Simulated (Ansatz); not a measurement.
`C[NH][SnH3]` → `C[NH]`• + `[SnH3]`• at 400 K and 1 bar (homolysis of the N–Sn bond).

Computed with Ansatz on PBE0-D4/def2-TZVP structures; ΔE is electronic, products minus reactants. CCSD(T)/CBS is the MP2 limit (def2-TZVPP, def2-QZVPP) plus CCSD(T) − MP2 in def2-TZVPP, frozen cores. No spin–orbit coupling; open shells (•) take unrestricted orbitals. def2 core potentials past Kr. For Sn outer-core shells are correlated without core-valence functions, which leaves a few kJ/mol of doubt a bond.

```tsv
species	CCSD(T)/CBS energy (Eh)	H − E (kJ/mol)	S (J/(mol·K))
`C[NH][SnH3]`	-310.95876	222.2	354.6
`C[NH]`•	-95.07984	145.2	259.9
`[SnH3]`•	-215.76138	62.0	253.8
```

H − E and S are ideal-gas, rigid-rotor, harmonic terms from PBE0-D4/def2-TZVP, for one conformer and one mirror image of each species, with the whole ground term of open shells counted as degenerate. 1 Eh = 2625.50 kJ/mol, R = 8.31446 J/(mol·K).

Q: By hand: ΔE, ΔH, ΔS and ΔG.

A: ΔE = (-95.07984) + (-215.76138) − (-310.95876) = 0.11754 Eh = 308.6 kJ/mol. Δ(H − E) = 145.2 + 62.0 − 222.2 = -15.0, so ΔH = 293.6 kJ/mol. ΔS = 259.9 + 253.8 − 354.6 = 159.1 J/(mol·K). ΔG = 293.6 − 400 × (159.1)/1000 = 230.0 kJ/mol.

Q: By hand: the equilibrium constant, and the temperature at which ΔG would vanish if ΔH and ΔS stayed fixed.

A: log₁₀ K = −ΔG/(RT ln 10) = -30.0. ΔG = 0 at ΔH/ΔS = 1845 K.

The number of gas molecules changes by +1, which sets the sign of ΔS. A doubt of 5 kJ/mol in ΔE shifts log₁₀ K by 0.7 here. Other conformers and mirror images would add mixing entropy, several J/(mol·K) or more a flexible species. These are equilibria of isolated gas molecules and say nothing of rates. Largest T1 diagnostic: 0.015 (customary marks: 0.02 for closed shells, 0.045 for open ones).
